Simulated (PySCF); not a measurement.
A PySCF script (with the pyscf-properties extension) for the NMR shieldings of `C#C[C@H](C)C(=O)C[SiH3]`, C6H10OSi, on a GFN2-xTB geometry:

```python
import basis_set_exchange as bse
import numpy as np
from pyscf import gto, dft
from pyscf.prop import nmr

atoms = """
C    -1.248145    2.186181   -0.436315
C    -1.177868    0.990957   -0.446615
C    -1.147394   -0.456440   -0.431451
C    -1.873790   -0.999101    0.805188
C     0.265334   -1.051951   -0.517375
O     0.455288   -2.210863   -0.229477
C     1.353726   -0.140722   -0.942837
Si    2.188657    0.548058    0.642611
H    -1.300896    3.233769   -0.433915
H    -1.667178   -0.820212   -1.330425
H    -1.788258   -2.082743    0.825035
H    -1.423162   -0.596614    1.710153
H    -2.924732   -0.720954    0.784206
H     0.981142    0.674853   -1.557670
H     2.105291   -0.705130   -1.493820
H     3.233272    1.469607    0.194295
H     1.196348    1.252633    1.453338
H     2.763607   -0.565010    1.393419
"""
names = dict.fromkeys(["C", "O", "Si", "H"], "pcSseg-1")
basis = {el: gto.basis.parse(bse.get_basis(n, elements=[el], fmt="nwchem")) for el, n in names.items()}
mol = gto.M(atom=atoms, basis=basis, charge=0, verbose=0)
mf = dft.RKS(mol, xc="PBE0")
mf.grids.level = 2
mf.grids.alignment = dft.numint.BLKSIZE   # the property module wants whole blocks of grid points
mf.conv_tol = 1e-9
mf.kernel()

calc = nmr.RKS(mf)   # GIAO
C = mf.mo_coeff
Co = C[:, mf.mo_occ > 0]
resp = mf.gen_response(singlet=True, hermi=2)
def vind(x):   # induced exchange potential for any number of trial vectors
    d = np.einsum("pi,xij,qj->xpq", C, 2 * x.reshape(-1, C.shape[1], Co.shape[1]), Co, optimize=True)
    return np.einsum("xpq,pi,qj->xij", resp(d - d.transpose(0, 2, 1)), C, Co, optimize=True).ravel()
mo1, _ = nmr.rhf.solve_mo1(calc, with_cphf=vind)
sigma = calc.kernel(mo1)
for i, s in enumerate(sigma):   # ppm
    print("%2d %-2s %9.2f" % (i, mol.atom_pure_symbol(i), np.trace(s) / 3))
```

Q: What are the results?

A: 
```
 0 C     105.39
 1 C      95.30
 2 C     146.14
 3 C     166.12
 4 C     -25.44
 5 O    -298.44
 6 C     155.52
 7 Si    415.49
 8 H      29.84
 9 H      28.64
10 H      29.59
11 H      30.66
12 H      30.38
13 H      28.10
14 H      29.49
15 H      27.63
16 H      27.31
17 H      27.76
```

These numbers come from an equivalent density-fitted implementation of the same equations, which agrees with the script to about 0.01 ppm for H and up to a few tenths of a ppm for heavy atoms, so last digits may differ.

Q: Turn these shieldings into chemical shifts. References, each an isolated molecule treated in the same way: ¹³C (σ = 186.93 ppm), ²⁹Si (σ = 349.16 ppm), ¹H (σ = 31.72 ppm) vs TMS; ¹⁷O (σ = 336.08 ppm) vs H2O.

A: Averaging equivalent atoms: C 4: 212.4; C 1: 91.6; C 0: 81.5; C 2: 40.8; C 6: 31.4; C 3: 20.8; O 5: 634.5; Si 7: -66.3; H 15/16/17: 4.15; H 13: 3.62; H 9: 3.08; H 14: 2.23; H 8: 1.88; H 10/11/12: 1.51 ppm. Unscaled 17O shifts of doubly bonded oxygen tend to come out too high, by tens of ppm or more. Experimental scales use liquid or dissolved standards, which lie at an offset from isolated H2O (liquid H2O: subtract about 36 ppm).

Size and cost of the density-fitted run: 193 basis functions, 22 s wall time on 1 thread of an Intel Xeon 6975P-C, shared host; peak memory 0.86 GiB.
